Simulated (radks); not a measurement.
The numbers below are computed, except where a source is named.
Species: the technetium ion Tc2+. Configuration: [Kr] 4d5.

Code: a radial shooting solver on a logarithmic mesh with Libxc functionals. Model: Dirac Kohn-Sham, BP86, spin-unpolarised, spherical densities, finite nucleus; open shells fill j = l - 1/2 first; Fermi nuclear charge, rms radius 4.4112 fm.

Energy parts (hartree):
| part | energy |
|---|---|
| total | -4286.28127 |
| kinetic | 4452.30801 |
| electron-nucleus | -10332.46324 |
| Hartree | 1722.87747 |
| exchange-correlation | -129.00351 |

Orbitals (lengths in bohr, moments of r in powers of bohr; r(max) is where P^2 peaks):
orbital  occ.  eigenvalue (hartree)   <1/r>   r(max)
1s1/2       2             -767.2638   44.71  0.02228
2s1/2       2             -109.9499   10.20   0.1263
2p1/2       2             -101.4367   10.18  0.09813
2p3/2       4             -97.08881   9.669   0.1020
3s1/2       2             -19.64280   3.507   0.3725
3p1/2       2             -16.37108   3.408   0.3594
3p3/2       4             -15.64412   3.284   0.3689
3d3/2       4              -9.85565   3.102   0.3098
3d5/2       6              -9.71593   3.070   0.3126
4s1/2       2              -3.29133   1.297   0.9492
4p1/2       2              -2.33613   1.176    1.006
4p3/2       4              -2.22764   1.140    1.031
4d3/2       4              -0.83453  0.8265    1.259
4d5/2       1              -0.82323  0.8179    1.270

The highest occupied level is 4d5/2 at -22.401 eV. The density falls to 0.001 e/bohr^3 at r = 3.54 bohr. Summed over all electrons, <r^2> = 31.17 bohr^2, which gives a Langevin (diamagnetic) susceptibility term of -24.7 x 10^-6 cm^3/mol. The electron density at the nucleus is 1.002e+05 e/bohr^3. For comparison, the ionisation energy in NIST's Atomic Spectra Database is 29.550 eV (semi-empirical). In exact Kohn-Sham theory the highest level is minus the ionisation energy, but local and semilocal functionals leave it too shallow, through self-interaction and a potential that decays too fast; potentials with the right tail come closer.

Beside tabulated values, note that spin-unpolarised runs miss the spin-polarisation part of the exchange energy of open shells.
